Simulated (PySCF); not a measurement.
H2O3P, SMILES O=[P](O)O, multiplicity 2.

The structure is a stationary point at PBE0-D3(BJ)/def2-SVP. The isomer is the one that the SMILES or the coordinates give; other isomers of the formula were not compared. One conformer was computed; it need not be the lowest.

All values below come from PBE0-D3(BJ)/def2-SVP (PySCF).

Frequencies are harmonic and unscaled.

```tsv
mode	ν (cm⁻¹)	IR (km/mol)	moving atoms (share of kinetic energy)
1	117	178.7	H 84 %, O 14 %
2	216	45.8	H 70 %, O 25 %
3	353	37.3	O 73 %, H 15 %, P 12 %
4	378	11.2	O 56 %, H 37 %
5	456	46.6	O 54 %, P 45 %
6	819	91.3	O 74 %, P 21 %
7	869	204.4	O 57 %, P 28 %, H 15 %
8	957	148.6	H 80 %, O 16 %
9	979	66.9	H 74 %, O 16 %, P 11 %
10	1258	127.5	O 58 %, P 40 %
11	3854	144.2	H 94 %
12	3861	143.8	H 94 %
```
